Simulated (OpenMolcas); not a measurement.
Computed levels of 3d in ions with 19 electrons, in cm-1 above ²D_3/2.

```
Program             : OpenMolcas
Method              : SS-RASPT2, IPEA 0.25 Eh, imaginary shift 0.1 Eh
Basis               : ANO-R2
Scalar Hamiltonian  : X2C, finite nucleus
Spin-orbit coupling : RASSI with atomic mean-field integrals over the reference wave functions, term energies averaged over their components
```

Active space for each ion: 7 electrons in 8 orbitals (RAS1 3p, at most 2 holes; RAS2 3d); closed shells correlated by CASPT2: 3s.

| Level | Sc2+ | V4+ | Cr5+ | Mn6+ | Fe7+ |
| --- | --- | --- | --- | --- | --- |
| ²D_5/2 | 236 | 633 | 987 | 1375 | 1806 |

Problem. Estimate ²D_5/2 for Ti3+ from its neighbours Sc2+ and V4+.

Solution. ²D_5/2 is fine structure, which grows about as the fourth power of a screened charge, so the fourth roots are averaged: ((236^0.25 + 633^0.25) / 2)^4 = 398. The calculation gives 402, so the estimate is off by -1.0 %; the measured value is 382 (Corliss and Sugar, J. Phys. Chem. Ref. Data 8, 1 (1979)).

CASPT2 does not keep the components of a term degenerate, so their means are used; among the terms shown or strongly mixed into the levels shown the widest spread is 11 cm-1 (3d ²D, Fe7+). Active for correlation alone: 3p; no level in the range computed is led by a configuration that opens it, so any true level of that kind is missing. Computed and measured levels are paired by configuration, term and J; levels that our copy of the source lacks, or whose pairing is in doubt (as where it misses far off the trend of its configuration), stay unpaired and out of the deviations. Only configurations of the active space appear.
